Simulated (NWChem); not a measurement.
System: C₂H₆N cation; SMILES C=[NH+]C

All runs: NWChem. Pople sets run with spherical d functions. Coordinates come from a PBE0/def2-SVP optimisation. B3LYP is NWChem's, with the RPA form of VWN correlation. Vertical excitations in the gas phase; the lowest state need not have the same character in each row.

```tsv
level	lowest excitation, singlet (eV)	oscillator strength of that lowest state	lowest state with f > 0.02, singlet (eV)	orbital gap (eV)
PBE/6-31G*, TDA	6.89	0.001	7.29	5.78
B3LYP/6-31G*, TDA	7.79	0.001	7.92	7.78
LRC-wPBEh/6-31G*, TDA	8.00	0.000	8.30	11.96
BHandHLYP/6-31G*, TDA	[?]	0.000	[?]	[?]
```

Problem. Complete the blanks.

Solution. 
- BHandHLYP/6-31G*, TDA, lowest excitation, singlet (eV): 8.33
- BHandHLYP/6-31G*, TDA, lowest state with f > 0.02, singlet (eV): 8.71
- BHandHLYP/6-31G*, TDA, orbital gap (eV): 10.80
